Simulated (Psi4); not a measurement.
C₂H₈N₂, charge -1, doublet, at the geometry of the source list (a state made from the parent by changing its charge; the spin is typed, not shown lowest) (a gas-phase anion, which may not be bound at this level), with bond 7-2 at 3.0 times its length; Psi4 1.11 with HF/STO-3G.

Input for Psi4:
```
memory 2 GB

molecule {
-1 2
  N     1.81950000    0.32830000   -0.22850000
  C     0.58870000    0.06660000    0.49630000
  C    -0.52930000   -0.28720000   -0.48430000
  N    -1.74500000   -0.60500000    0.24350000
  H     2.57600000    0.52730000    0.41560000
  H     1.70680000    1.13510000   -0.83450000
  H    -0.40880000    2.61480000    2.36830000
  H     0.75780000   -0.78560000    1.15790000
  H    -0.23140000   -1.17120000   -1.05210000
  H    -0.64970000    0.54680000   -1.19940000
  H    -2.48190000   -0.87720000   -0.39670000
  H    -2.06750000    0.20610000    0.76200000
}

set basis sto-3g
set reference uhf
set stability_analysis follow
set scf_type pk

energy('scf')
print_variables()
```

What the program printed (banner, timings and long lists left out):

```
   => Loading Basis Set <=

    Name: STO-3G
    Role: ORBITAL
    Keyword: BASIS

         ---------------------------------------------------------
                                   SCF
               by Justin Turney, Rob Parrish, Andy Simmonett
                          and Daniel G. A. Smith
                              UHF Reference
         ---------------------------------------------------------

  ==> Geometry <==

    Molecular point group: c1
    Full point group: C1

    Geometry (in Angstrom), charge = -1, multiplicity = 2:

       Center              X                  Y                   Z               Mass
    ------------   -----------------  -----------------  -----------------  -----------------
         N            1.803666822390     0.400027248329    -0.254881459622    14.003074004430
         C            0.572866822390     0.138327248329     0.469918540378    12.000000000000
         C           -0.545133177610    -0.215472751671    -0.510681459622    12.000000000000
         N           -1.760833177610    -0.533272751671     0.217118540378    14.003074004430
         H            2.560166822390     0.599027248329     0.389218540378     1.007825032230
         H            1.690966822390     1.206827248329    -0.860881459622     1.007825032230
         H           -0.424633177610     2.686527248329     2.341918540378     1.007825032230
         H            0.741966822390    -0.713872751671     1.131518540378     1.007825032230
         H           -0.247233177610    -1.099472751671    -1.078481459622     1.007825032230
         H           -0.665533177610     0.618527248329    -1.225781459622     1.007825032230
         H           -2.497733177610    -0.805472751671    -0.423081459622     1.007825032230
         H           -2.083333177610     0.277827248329     0.735618540378     1.007825032230

  Running in c1 symmetry.

  Rotational constants: A =      0.57119  B =      0.12617  C =      0.11429 [cm^-1]
  Rotational constants: A =  17123.79314  B =   3782.39308  C =   3426.40380 [MHz]
  Nuclear repulsion =  127.936770750048154

  Charge       = -1
  Multiplicity = 2
  Electrons    = 35
  Nalpha       = 18
  Nbeta        = 17

  ==> Algorithm <==

  SCF Algorithm Type is PK.
  DIIS enabled.
  MOM disabled.
  Fractional occupation disabled.
  Guess Type is SAD.
  Energy threshold   = 1.00e-06
  Density threshold  = 1.00e-06
  Integral threshold = 1.00e-12

  ==> Primary Basis <==

  Basis Set: STO-3G
    Blend: STO-3G
    Number of shells: 20
    Number of basis functions: 28
    Number of Cartesian functions: 28
    Spherical Harmonics?: true
    Max angular momentum: 1

  ==> Integral Setup <==

  Using in-core PK algorithm.
   Calculation information:
      Number of atoms:                  12
      Number of AO shells:              20
      Number of primitives:             60
      Number of atomic orbitals:        28
      Number of basis functions:        28

      Integral cutoff                 1.00e-12
      Number of threads:                 1

  Performing in-core PK
  Using 165242 doubles for integral storage.
  We computed 21448 shell quartets total.
  Whereas there are 22155 unique shell quartets.

  ==> DiskJK: Disk-Based J/K Matrices <==

    J tasked:                  Yes
    K tasked:                  Yes
    wK tasked:                  No
    Schwarz Cutoff:          1E-12

  Minimum eigenvalue in the overlap matrix is 2.1679156718E-01.
  Reciprocal condition number of the overlap matrix is 8.9381171755E-02.
    Using symmetric orthogonalization.

  ==> Pre-Iterations <==

  SCF Guess: Superposition of Atomic Densities via on-the-fly atomic UHF (no occupation information).

   -------------------------
    Irrep   Nso     Nmo
   -------------------------
     A         28      28
   -------------------------
    Total      28      28
   -------------------------

  ==> Iterations <==

                        Total Energy        Delta E     RMS |[F,P]|

   @UHF iter SAD:  -183.34401242614743   -1.83344e+02   0.00000e+00
   @UHF iter   1:  -186.39910121003447   -3.05509e+00   8.18430e-03 DIIS/ADIIS
   @UHF iter   2:  -186.44684128562810   -4.77401e-02   2.38245e-03 DIIS/ADIIS
   @UHF iter   3:  -186.45464909018699   -7.80780e-03   1.08222e-03 DIIS/ADIIS
   @UHF iter   4:  -186.45964496956123   -4.99588e-03   7.95911e-04 DIIS/ADIIS
   @UHF iter   5:  -186.46206815028086   -2.42318e-03   8.32462e-04 DIIS/ADIIS
   @UHF iter   6:  -186.46294297178130   -8.74822e-04   8.61853e-04 DIIS/ADIIS
   @UHF iter   7:  -186.45115203955419    1.17909e-02   1.76095e-03 DIIS/ADIIS
   @UHF iter   8:  -186.45049045681787    6.61583e-04   1.85510e-03 DIIS/ADIIS
   @UHF iter   9:  -186.45600092817733   -5.51047e-03   1.34673e-03 DIIS/ADIIS
   @UHF iter  10:  -186.45591263086840    8.82973e-05   1.37745e-03 DIIS/ADIIS
   @UHF iter  11:  -186.45583454744474    7.80834e-05   1.44660e-03 DIIS/ADIIS
   @UHF iter  12:  -186.46027059370869   -4.43605e-03   1.31713e-03 DIIS/ADIIS
   @UHF iter  13:  -186.45706625260794    3.20434e-03   1.36790e-03 DIIS/ADIIS
   @UHF iter  14:  -186.45474259325576    2.32366e-03   1.56886e-03 DIIS/ADIIS
   @UHF iter  15:  -186.45374507547001    9.97518e-04   1.68818e-03 DIIS/ADIIS
   @UHF iter  16:  -186.45435639727918   -6.11322e-04   1.62397e-03 DIIS/ADIIS
   @UHF iter  17:  -186.45413776987186    2.18627e-04   1.64411e-03 DIIS/ADIIS
   @UHF iter  18:  -186.45446723452469   -3.29465e-04   1.66385e-03 DIIS/ADIIS
   @UHF iter  19:  -186.45334555805488    1.12168e-03   1.71536e-03 DIIS/ADIIS
   @UHF iter  20:  -186.45317088456653    1.74673e-04   1.72259e-03 DIIS/ADIIS
   @UHF iter  21:  -186.45228510134416    8.85783e-04   1.72587e-03 DIIS/ADIIS
   @UHF iter  22:  -186.46778279367487   -1.54977e-02   1.60832e-03 DIIS/ADIIS
   @UHF iter  23:  -186.45582105558381    1.19617e-02   1.90581e-03 DIIS/ADIIS
   @UHF iter  24:  -186.46044534339242   -4.62429e-03   1.82416e-03 DIIS/ADIIS
[...]
   @UHF iter  44:  -186.46491365292036    5.24249e-03   1.88974e-03 DIIS/ADIIS
   @UHF iter  45:  -186.45471960069358    1.01941e-02   1.90912e-03 DIIS/ADIIS
   @UHF iter  46:  -186.46555640993716   -1.08368e-02   1.77981e-03 DIIS/ADIIS
   @UHF iter  47:  -186.44852285497430    1.70336e-02   2.26052e-03 DIIS/ADIIS
   @UHF iter  48:  -186.45273532341761   -4.21247e-03   1.92984e-03 DIIS/ADIIS
   @UHF iter  49:  -186.45287571041305   -1.40387e-04   1.92025e-03 DIIS/ADIIS
   @UHF iter  50:  -186.46797984780036   -1.51041e-02   1.82104e-03 DIIS/ADIIS
   @UHF iter  51:  -186.46038319643776    7.59665e-03   1.78573e-03 DIIS/ADIIS
   @UHF iter  52:  -186.47142708126481   -1.10439e-02   1.79480e-03 DIIS/ADIIS
   @UHF iter  53:  -186.48363800542009   -1.22109e-02   1.23407e-03 DIIS/ADIIS
   @UHF iter  54:  -186.45333926079275    3.02987e-02   2.06682e-03 DIIS/ADIIS
   @UHF iter  55:  -186.43026299229334    2.30763e-02   4.89197e-03 DIIS/ADIIS
   @UHF iter  56:  -186.44601499290735   -1.57520e-02   2.83680e-03 DIIS/ADIIS
   @UHF iter  57:  -186.45333980415586   -7.32481e-03   2.03052e-03 DIIS/ADIIS
   @UHF iter  58:  -186.45333398940278    5.81475e-06   1.79461e-03 DIIS/ADIIS
   @UHF iter  59:  -186.45457911623726   -1.24513e-03   1.76125e-03 DIIS/ADIIS
   @UHF iter  60:  -186.46651159823853   -1.19325e-02   1.80357e-03 DIIS/ADIIS
   @UHF iter  61:  -186.45413554288905    1.23761e-02   1.88522e-03 DIIS/ADIIS
   @UHF iter  62:  -186.44474656347342    9.38898e-03   2.91551e-03 DIIS/ADIIS
   @UHF iter  63:  -186.45422286942178   -9.47631e-03   1.86170e-03 DIIS/ADIIS
   @UHF iter  64:  -186.45637538032810   -2.15251e-03   1.80175e-03 DIIS/ADIIS
   @UHF iter  65:  -186.45568988538443    6.85495e-04   1.81541e-03 DIIS/ADIIS
   @UHF iter  66:  -186.45496834065671    7.21545e-04   1.83061e-03 DIIS/ADIIS
   @UHF iter  67:  -186.45229393624658    2.67440e-03   2.01504e-03 DIIS/ADIIS
   @UHF iter  68:  -186.45494167449394   -2.64774e-03   1.86627e-03 DIIS/ADIIS
   @UHF iter  69:  -186.45460452320683    3.37151e-04   1.87144e-03 DIIS/ADIIS
   @UHF iter  70:  -186.45545986760823   -8.55344e-04   1.74177e-03 DIIS/ADIIS
   @UHF iter  71:  -186.45378535071677    1.67452e-03   1.61638e-03 DIIS/ADIIS
   @UHF iter  72:  -186.45544333178464   -1.65798e-03   1.64201e-03 DIIS/ADIIS
   @UHF iter  73:  -186.46880391127678   -1.33606e-02   1.44463e-03 DIIS/ADIIS
   @UHF iter  74:  -186.45873896673166    1.00649e-02   1.77077e-03 DIIS/ADIIS
   @UHF iter  75:  -186.45752197371965    1.21699e-03   1.75890e-03 DIIS/ADIIS
   @UHF iter  76:  -186.45506925064674    2.45272e-03   1.85253e-03 DIIS/ADIIS
   @UHF iter  77:  -186.45501088190989    5.83687e-05   1.77840e-03 DIIS/ADIIS
   @UHF iter  78:  -186.45318055645524    1.83033e-03   1.89074e-03 DIIS/ADIIS
   @UHF iter  79:  -186.45265455306901    5.26003e-04   1.97929e-03 DIIS/ADIIS
   @UHF iter  80:  -186.45099723222430    1.65732e-03   1.96253e-03 DIIS/ADIIS
   @UHF iter  81:  -186.45123519163710   -2.37959e-04   1.92719e-03 DIIS/ADIIS
   @UHF iter  82:  -186.45347555409796   -2.24036e-03   1.69420e-03 DIIS/ADIIS
   @UHF iter  83:  -186.47300561059697   -1.95301e-02   1.65623e-03 DIIS/ADIIS
   @UHF iter  84:  -186.45977520831286    1.32304e-02   1.96387e-03 DIIS/ADIIS
   @UHF iter  85:  -186.45266617977927    7.10903e-03   2.13428e-03 DIIS/ADIIS
   @UHF iter  86:  -186.45249799669375    1.68183e-04   2.07232e-03 DIIS/ADIIS
   @UHF iter  87:  -186.45272829097416   -2.30294e-04   2.06799e-03 DIIS/ADIIS
   @UHF iter  88:  -186.45301312351253   -2.84833e-04   1.97397e-03 DIIS/ADIIS
   @UHF iter  89:  -186.45370327700465   -6.90153e-04   1.92027e-03 DIIS/ADIIS
   @UHF iter  90:  -186.44736705717327    6.33622e-03   2.56663e-03 DIIS/ADIIS
   @UHF iter  91:  -186.45437737778605   -7.01032e-03   1.85232e-03 DIIS/ADIIS
   @UHF iter  92:  -186.45291898542172    1.45839e-03   1.93180e-03 DIIS/ADIIS
   @UHF iter  93:  -186.46559367218632   -1.26747e-02   1.74961e-03 DIIS/ADIIS
   @UHF iter  94:  -186.45975063692214    5.84304e-03   1.81219e-03 DIIS/ADIIS
   @UHF iter  95:  -186.45775650370811    1.99413e-03   1.77462e-03 DIIS/ADIIS
   @UHF iter  96:  -186.45835758770448   -6.01084e-04   1.86609e-03 DIIS/ADIIS
   @UHF iter  97:  -186.45440257379329    3.95501e-03   1.94433e-03 DIIS/ADIIS
   @UHF iter  98:  -186.45349551887378    9.07055e-04   2.04230e-03 DIIS/ADIIS
   @UHF iter  99:  -186.45091353528522    2.58198e-03   2.24662e-03 DIIS/ADIIS
   @UHF iter 100:  -186.44722489961930    3.68864e-03   2.58150e-03 DIIS/ADIIS

PsiException: Could not converge SCF iterations in 100 iterations.

  Failed to converge.

Traceback (most recent call last):
  File "psi4", line 375, in <module>
  File "<string>", line 35, in <module>
  File "site-packages/psi4/driver/driver.py", line 533, in energy
  File "site-packages/psi4/driver/procrouting/proc.py", line 2760, in run_scf
  File "site-packages/psi4/driver/procrouting/proc.py", line 2047, in scf_helper
  File "site-packages/psi4/driver/procrouting/scf_proc/scf_iterator.py", line 93, in scf_compute_energy
  File "site-packages/psi4/driver/procrouting/scf_proc/scf_iterator.py", line 86, in scf_compute_energy
  File "site-packages/psi4/driver/procrouting/scf_proc/scf_iterator.py", line 609, in scf_iterate

psi4.driver.p4util.exceptions.SCFConvergenceError: Could not converge SCF iterations in 100 iterations.

Printing out the relevant lines from the Psithon --> Python processed input file:
    core.IO.set_default_namespace("")
    core.set_global_option("BASIS", "sto-3g")
    core.set_global_option("REFERENCE", "uhf")
    core.set_global_option("STABILITY_ANALYSIS", "follow")
    core.set_global_option("SCF_TYPE", "pk")
--> energy('scf')
    print_variables()

!-------------------------------------------------------!
!                                                       !
!  Could not converge SCF iterations in 100 iterations. !
!                                                       !
!-------------------------------------------------------!
```

The run did not converge; its last values are not results.
